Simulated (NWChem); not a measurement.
Species: CH6FNSi2; SMILES [SiH2]1N[Si@H](C1)F

```xyz
11

F     -0.0370    -2.1143    -0.6195
Si    -0.0058    -0.8846     0.4486
C      1.3480     0.3708     0.0961
Si    -0.0528     1.6055    -0.2428
N     -1.1987     0.3279     0.1363
H     -0.0695    -1.5516     1.7768
H      1.9970     0.6264     0.9468
H      1.9767     0.1208    -0.7716
H     -0.1362     2.1329    -1.6403
H     -0.1015     2.7743     0.6900
H     -2.2105     0.3136     0.1618
```
Atoms are numbered in this order, from 1.

Results from NWChem. Structure relaxed at the PBE0/def2-SVP level.

**Question.** Order these runs by computing time, cheapest first, and give rough ratios: TPSS/STO-3G; TPSS/def2-SVP; TPSS/pcseg-2.

**Answer.** TPSS/STO-3G (1), TPSS/def2-SVP (4), TPSS/pcseg-2 (20). Ratios are rough, from one shared machine; the cheapest took very roughly 8 core-seconds. What differs between the cheapest and the dearest: highest occupied level (eV) -2.13 → -6.65; orbital gap (eV) 7.81 → 5.85; dipole (D) 0.63 → 1.54.
